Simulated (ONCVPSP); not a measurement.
# Reading a pseudo-wave (aluminium)

Columns: radius, all-electron u(r) and pseudo u(r) of the 3s shell (level -7.72 eV) of aluminium in the configuration [Ne] 3s2 3p1; PBEsol, scalar-relativistic, ONCV scheme, ONCVPSP 4.0.1.

```json
{"r (bohr)": "0.132", "all-electron": "0.0616", "pseudo": "0.0303"}
{"r (bohr)": "0.265", "all-electron": "-0.1916", "pseudo": "0.0594"}
{"r (bohr)": "0.398", "all-electron": "-0.2937", "pseudo": "0.0906"}
{"r (bohr)": "0.530", "all-electron": "-0.2575", "pseudo": "0.1287"}
{"r (bohr)": "0.663", "all-electron": "-0.1458", "pseudo": "0.1751"}
{"r (bohr)": "0.795", "all-electron": "-0.0062", "pseudo": "0.2251"}
{"r (bohr)": "0.928", "all-electron": "0.1362", "pseudo": "0.2771"}
{"r (bohr)": "1.060", "all-electron": "0.2655", "pseudo": "0.3335"}
{"r (bohr)": "1.193", "all-electron": "0.3774", "pseudo": "0.3990"}
{"r (bohr)": "1.325", "all-electron": "0.4684", "pseudo": "0.4702"}
{"r (bohr)": "1.458", "all-electron": "0.5409", "pseudo": "0.5387"}
{"r (bohr)": "1.590", "all-electron": "0.5954", "pseudo": "0.5943"}
{"r (bohr)": "1.723", "all-electron": "0.6343", "pseudo": "0.6341"}
{"r (bohr)": "1.855", "all-electron": "0.6588", "pseudo": "0.6588"}
{"r (bohr)": "1.988", "all-electron": "0.6713", "pseudo": "0.6713"}
{"r (bohr)": "2.120", "all-electron": "0.6735", "pseudo": "0.6735"}
{"r (bohr)": "2.252", "all-electron": "0.6674", "pseudo": "0.6674"}
{"r (bohr)": "2.385", "all-electron": "0.6544", "pseudo": "0.6544"}
{"r (bohr)": "2.518", "all-electron": "0.6362", "pseudo": "0.6362"}
{"r (bohr)": "2.650", "all-electron": "0.6140", "pseudo": "0.6140"}
{"r (bohr)": "2.782", "all-electron": "0.5889", "pseudo": "0.5889"}
{"r (bohr)": "2.915", "all-electron": "0.5616", "pseudo": "0.5616"}
{"r (bohr)": "3.048", "all-electron": "0.5329", "pseudo": "0.5329"}
{"r (bohr)": "3.180", "all-electron": "0.5038", "pseudo": "0.5038"}
{"r (bohr)": "3.312", "all-electron": "0.4746", "pseudo": "0.4746"}
{"r (bohr)": "3.445", "all-electron": "0.4453", "pseudo": "0.4453"}
```

Q: How many radial nodes do the two functions have?

A: The all-electron 3s function has n − l − 1 = 2; the pseudo-wave has 0, since the states of the same l below it are removed with the core.

Q: At about which radius was the pseudo-wave matched?

A: 2.00 bohr. The columns agree to 0.0005 from 1.72 bohr on; several derivatives are matched, so the curves merge somewhat inside the radius.

Q: Is the pseudo-wave norm-conserving?

A: Yes: the ONCV scheme keeps the norm inside the radius equal to the all-electron one, which fixes the energy derivative of the logarithmic derivative at the level.
